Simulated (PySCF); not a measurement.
A species of formula C7H11PS has this rotational fingerprint, computed with PBE0/pcSseg-1 in PySCF (dipole) on a GFN2-xTB geometry, gas phase:

| Item | Value |
| --- | --- |
| Rotational constants | A = 1768, B = 1002, C = 729.6 MHz |
| Dipole components | \|μa\| = 0.28 D, \|μb\| = 1.85 D, \|μc\| = 0.13 D |
| Inertial defect | -97.76 u·Å² |
| κ | -0.48 |

Question: Which structure is it? (One computed conformer of each.)
A. `[CH3:1][c:2]1[s:3][cH:4][p:5][c:6]1[CH:7]([CH3:8])[CH3:9]` with P5–C6–C7–C8 81°
B. `[CH2:1]=[CH:2][C:3]1=[C:4]([CH3:5])[P:6]1[CH2:7][S:8][CH3:9]` with C1–C2–C3–C4 175°, C4–P6–C7–S8 39°, P6–C7–S8–C9 64°
C. `[CH3:1][C@H:2]1[CH:3]=[CH:4][P@@:5]([CH3:6])(=[S:7])[CH:8]=[CH:9]1` with C1–C2–C3–C4 93°, C3–C4–P5–C6 137°, C4–P5–C8–C9 -27°, C1–C2–C9–C8 -93°
D. `CC(C)(C)c1pccs1`
E. `[CH:1]#[C:2][CH2:3][P@:4](=[S:5])([CH:6]=[CH2:7])[CH2:8][CH3:9]` with C2–C3–P4–S5 179°, C3–P4–C6–C7 128°, C3–P4–C8–C9 177°

Answer: A. It is Cc1scpc1C(C)C, an asymmetric top, point group C1. The candidates at the same level (rigid rotor, commonest isotopes):

```csv
SMILES,A (MHz),B (MHz),C (MHz),μa (D),μb (D),μc (D),Δ (u·Å²),point group,rotor
CC(C)(C)c1pccs1,1947,1029,788.8,0.29,1.01,0.00,-110.21,Cs,asymmetric top
Cc1scpc1C(C)C,1768,1002,729.6,0.28,1.85,0.13,-97.76,C1,asymmetric top
C#CC[P@](=S)(C=C)CC,1419,865.6,832.0,3.04,1.39,2.10,-332.54,C1,asymmetric top
C[C@H]1C=C[P@@](C)(=S)C=C1,1819,973.5,869.3,2.82,3.82,0.00,-215.58,Cs,asymmetric top
C=CC1=C(C)P1CSC,1881,751.6,662.3,0.23,0.77,0.18,-177.96,C1,asymmetric top
```

`C[C@H]1C=C[P@@](C)(=S)C=C1` has C 19 % too high; `CC(C)(C)c1pccs1` has A 10 % too high; `C#CC[P@](=S)(C=C)CC` has A 20 % too low; `C=CC1=C(C)P1CSC` has B 25 % too low. No structure here is proved a minimum.
